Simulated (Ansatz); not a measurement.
Harmonic vibrations of `[SiH2]O[SiH2]Cl` radical by finite differences.

```yaml
crystal:
  periodic: [false, false, false]
  atoms:
    - {symbol: Si, position_ang: [-0.245815, 1.404235, -1.128556]}
    - {symbol: O, position_ang: [0.216854, 0.504240, 0.169445]}
    - {symbol: Si, position_ang: [-0.007888, -0.859404, 1.019680]}
    - {symbol: Cl, position_ang: [-0.588951, -2.382937, -0.225123]}
    - {symbol: H, position_ang: [-0.120245, 0.593018, -2.373204]}
    - {symbol: H, position_ang: [0.648028, 2.594018, -1.177487]}
    - {symbol: H, position_ang: [-1.083303, -0.666825, 2.015286]}
    - {symbol: H, position_ang: [1.273420, -1.243545, 1.644259]}
basis:
  gaussian: {orbitals: def2-TZVP}
magnetization: {spin_polarized: true, initial_magnetization: 1}
hamiltonian: {xc: pbe0, dispersion: d4}
phonons: {temperatures: {t_min: 298.15, t_max: 900, t_step: 200}}
```

```sh
$ ansatz run in.yaml --threads 4 --pin off --events-out ev --progress --plain --max-ram 10444MiB
```

It prints (some lines left out):

```
Functional definition: PBE0
mean field -30381.07779392 eV, -1116.4840158923 hartree, gradient 1.3e-5 eV, S^2 0.752049; 0 other end points of the search recorded, 0 dependent functions left out
mean field -30381.07775651 eV, -1116.4840145177 hartree, gradient 1.3e-6 eV, S^2 0.752049; 0 other end points of the search recorded, 0 dependent functions left out
mean field -30381.07774044 eV, -1116.4840139270 hartree, gradient 1.5e-6 eV, S^2 0.752049; 0 other end points of the search recorded, 0 dependent functions left out
mean field -30381.07773222 eV, -1116.4840136250 hartree, gradient 2.0e-6 eV, S^2 0.752050; 0 other end points of the search recorded, 0 dependent functions left out
mean field -30381.07767243 eV, -1116.4840114279 hartree, gradient 2.0e-6 eV, S^2 0.752049; 0 other end points of the search recorded, 0 dependent functions left out
mean field -30381.07768165 eV, -1116.4840117665 hartree, gradient 2.1e-6 eV, S^2 0.752048; 0 other end points of the search recorded, 0 dependent functions left out
mean field -30381.07770565 eV, -1116.4840126485 hartree, gradient 2.0e-6 eV, S^2 0.752050; 0 other end points of the search recorded, 0 dependent functions left out
mean field -30381.07777329 eV, -1116.4840151342 hartree, gradient 1.3e-6 eV, S^2 0.752050; 0 other end points of the search recorded, 0 dependent functions left out
mean field -30381.07778065 eV, -1116.4840154046 hartree, gradient 2.0e-6 eV, S^2 0.752049; 0 other end points of the search recorded, 0 dependent functions left out
mean field -30381.07770779 eV, -1116.4840127272 hartree, gradient 3.0e-6 eV, S^2 0.752050; 0 other end points of the search recorded, 0 dependent functions left out
mean field -30381.07767077 eV, -1116.4840113666 hartree, gradient 2.5e-6 eV, S^2 0.752049; 0 other end points of the search recorded, 0 dependent functions left out
mean field -30381.07769778 eV, -1116.4840123595 hartree, gradient 1.9e-6 eV, S^2 0.752050; 0 other end points of the search recorded, 0 dependent functions left out
mean field -30381.07770161 eV, -1116.4840125002 hartree, gradient 2.3e-6 eV, S^2 0.752049; 0 other end points of the search recorded, 0 dependent functions left out
mean field -30381.07769792 eV, -1116.4840123646 hartree, gradient 1.4e-6 eV, S^2 0.752049; 0 other end points of the search recorded, 0 dependent functions left out
mean field -30381.07768389 eV, -1116.4840118489 hartree, gradient 3.0e-6 eV, S^2 0.752050; 0 other end points of the search recorded, 0 dependent functions left out
mean field -30381.07767451 eV, -1116.4840115043 hartree, gradient 1.0e-6 eV, S^2 0.752048; 0 other end points of the search recorded, 0 dependent functions left out
mean field -30381.07768532 eV, -1116.4840119016 hartree, gradient 2.0e-6 eV, S^2 0.752051; 0 other end points of the search recorded, 0 dependent functions left out
mean field -30381.07770230 eV, -1116.4840125253 hartree, gradient 2.8e-6 eV, S^2 0.752050; 0 other end points of the search recorded, 0 dependent functions left out
mean field -30381.07767190 eV, -1116.4840114084 hartree, gradient 1.4e-6 eV, S^2 0.752049; 0 other end points of the search recorded, 0 dependent functions left out
mean field -30381.07777488 eV, -1116.4840151927 hartree, gradient 1.8e-6 eV, S^2 0.752049; 0 other end points of the search recorded, 0 dependent functions left out
mean field -30381.07779633 eV, -1116.4840159810 hartree, gradient 1.6e-6 eV, S^2 0.752049; 0 other end points of the search recorded, 0 dependent functions left out
mean field -30381.07771052 eV, -1116.4840128277 hartree, gradient 2.7e-6 eV, S^2 0.752049; 0 other end points of the search recorded, 0 dependent functions left out
mean field -30381.07780938 eV, -1116.4840164604 hartree, gradient 2.7e-6 eV, S^2 0.752049; 0 other end points of the search recorded, 0 dependent functions left out
mean field -30381.07777708 eV, -1116.4840152736 hartree, gradient 2.2e-6 eV, S^2 0.752049; 0 other end points of the search recorded, 0 dependent functions left out
mean field -30381.07776325 eV, -1116.4840147651 hartree, gradient 2.5e-6 eV, S^2 0.752049; 0 other end points of the search recorded, 0 dependent functions left out
mean field -30381.07779047 eV, -1116.4840157655 hartree, gradient 1.5e-6 eV, S^2 0.752049; 0 other end points of the search recorded, 0 dependent functions left out
mean field -30381.07778914 eV, -1116.4840157166 hartree, gradient 1.7e-6 eV, S^2 0.752049; 0 other end points of the search recorded, 0 dependent functions left out
mean field -30381.07778593 eV, -1116.4840155988 hartree, gradient 1.8e-6 eV, S^2 0.752049; 0 other end points of the search recorded, 0 dependent functions left out
mean field -30381.07776086 eV, -1116.4840146776 hartree, gradient 1.9e-6 eV, S^2 0.752049; 0 other end points of the search recorded, 0 dependent functions left out
mean field -30381.07774962 eV, -1116.4840142643 hartree, gradient 2.6e-6 eV, S^2 0.752049; 0 other end points of the search recorded, 0 dependent functions left out
mean field -30381.07775967 eV, -1116.4840146338 hartree, gradient 2.9e-6 eV, S^2 0.752050; 0 other end points of the search recorded, 0 dependent functions left out
mean field -30381.07777152 eV, -1116.4840150692 hartree, gradient 2.4e-6 eV, S^2 0.752049; 0 other end points of the search recorded, 0 dependent functions left out
mean field -30381.07777339 eV, -1116.4840151378 hartree, gradient 2.5e-6 eV, S^2 0.752049; 0 other end points of the search recorded, 0 dependent functions left out
mean field -30381.07775802 eV, -1116.4840145732 hartree, gradient 2.4e-6 eV, S^2 0.752050; 0 other end points of the search recorded, 0 dependent functions left out
mean field -30381.07775627 eV, -1116.4840145087 hartree, gradient 2.3e-6 eV, S^2 0.752049; 0 other end points of the search recorded, 0 dependent functions left out
mean field -30381.07778166 eV, -1116.4840154419 hartree, gradient 2.1e-6 eV, S^2 0.752049; 0 other end points of the search recorded, 0 dependent functions left out
mean field -30381.07779340 eV, -1116.4840158732 hartree, gradient 2.1e-6 eV, S^2 0.752049; 0 other end points of the search recorded, 0 dependent functions left out
mean field -30381.07776088 eV, -1116.4840146780 hartree, gradient 1.3e-6 eV, S^2 0.752049; 0 other end points of the search recorded, 0 dependent functions left out
mean field -30381.07775914 eV, -1116.4840146143 hartree, gradient 1.7e-6 eV, S^2 0.752049; 0 other end points of the search recorded, 0 dependent functions left out
mean field -30381.07778056 eV, -1116.4840154014 hartree, gradient 1.4e-6 eV, S^2 0.752049; 0 other end points of the search recorded, 0 dependent functions left out
mean field -30381.07779089 eV, -1116.4840157810 hartree, gradient 1.3e-6 eV, S^2 0.752049; 0 other end points of the search recorded, 0 dependent functions left out
mean field -30381.07776411 eV, -1116.4840147970 hartree, gradient 2.1e-6 eV, S^2 0.752049; 0 other end points of the search recorded, 0 dependent functions left out
mean field -30381.07776456 eV, -1116.4840148134 hartree, gradient 1.5e-6 eV, S^2 0.752049; 0 other end points of the search recorded, 0 dependent functions left out
mean field -30381.07774714 eV, -1116.4840141732 hartree, gradient 1.5e-6 eV, S^2 0.752049; 0 other end points of the search recorded, 0 dependent functions left out
mean field -30381.07774966 eV, -1116.4840142657 hartree, gradient 1.9e-6 eV, S^2 0.752049; 0 other end points of the search recorded, 0 dependent functions left out
mean field -30381.07778133 eV, -1116.4840154297 hartree, gradient 1.4e-6 eV, S^2 0.752049; 0 other end points of the search recorded, 0 dependent functions left out
mean field -30381.07778498 eV, -1116.4840155640 hartree, gradient 1.6e-6 eV, S^2 0.752049; 0 other end points of the search recorded, 0 dependent functions left out
mean field -30381.07778096 eV, -1116.4840154163 hartree, gradient 1.8e-6 eV, S^2 0.752049; 0 other end points of the search recorded, 0 dependent functions left out
mean field -30381.07777512 eV, -1116.4840152016 hartree, gradient 1.4e-6 eV, S^2 0.752049; 0 other end points of the search recorded, 0 dependent functions left out
Total energy: -30381.25854303 eV, -1116.4906582998 hartree
Atom 0 at    -0.245815     1.404235    -1.128556 Å, force     0.002782    -0.003770     0.003977 eV/Å
Atom 1 at     0.216854     0.504240     0.169445 Å, force    -0.004542     0.001606    -0.002944 eV/Å
Atom 2 at    -0.007888    -0.859404     1.019680 Å, force     0.003208     0.001668    -0.001896 eV/Å
Atom 3 at    -0.588951    -2.382937    -0.225123 Å, force    -0.000474     0.001867     0.001540 eV/Å
Atom 4 at    -0.120245     0.593018    -2.373204 Å, force     0.000285     0.001900     0.002062 eV/Å
Atom 5 at     0.648028     2.594018    -1.177487 Å, force    -0.000584    -0.002232    -0.001007 eV/Å
Atom 6 at    -1.083303    -0.666825     2.015286 Å, force    -0.000697    -0.000813    -0.001582 eV/Å
Atom 7 at     1.273420    -1.243545     1.644259 Å, force     0.000022    -0.000226    -0.000152 eV/Å
Dipole moment:     0.028807     0.156107     0.099325 e Å
Vibrations: 37.93 65.67 78.84 270.78 533.81 614.98 635.99 716.07 734.32 783.88 895.98 924.80 969.07 1120.67 2174.16 2212.31 2262.55 2274.72 cm⁻¹, zero-point energy 1.072868 eV
```

Hardware: 4 threads of an Arm Neoverse V1 on a shared host. Wall time 2 min, peak host memory 0.53 GiB.
